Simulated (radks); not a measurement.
Spherical quantum dot in the effective-mass picture: electrons in a well V = -V0 / (1 + exp((r - R)/a)) with V0 = 15.2, R = 3.22, a = 0.26, with a point charge +1 (a donor) at the centre, all in effective atomic units (hartree* = m*/eps^2 hartree, bohr* = eps/m* bohr), one dielectric constant everywhere. Method: non-relativistic Kohn-Sham, PBE, spin-polarised, spherical densities; computed with a radial shooting solver with Libxc functionals. Levels are named by radial order and angular momentum (1s, 1p, 1d, 2s, ...), and open shells are averaged over m. Results are scaled to m* = 0.057 and eps = 4.2, for which hartree* = 87.93 meV and bohr* = 3.899 nm.

N = 4, configuration 1s2 1p(up 2, down 0). This is the lowest configuration that the search found. Occupied and some empty levels:

level    occupation  eigenvalue (meV)  <r> (nm)
1s up             1           -1198.2     5.305
1s down           1           -1190.6     5.111
1p up             2           -1138.5     6.926
1p down           0           -1127.1     6.900
1d up             0           -1074.8     7.681
2s up             0           -1072.0     5.926
2s down           0           -1066.4     6.064
1d down           0           -1062.9     7.701
1f up             0           -1000.4     8.224
1f down           0           -988.94     8.259

Energy (meV): total -5028.43, kinetic 272.79, external -5567.8, Hartree 403.24, exchange-correlation -136.65.
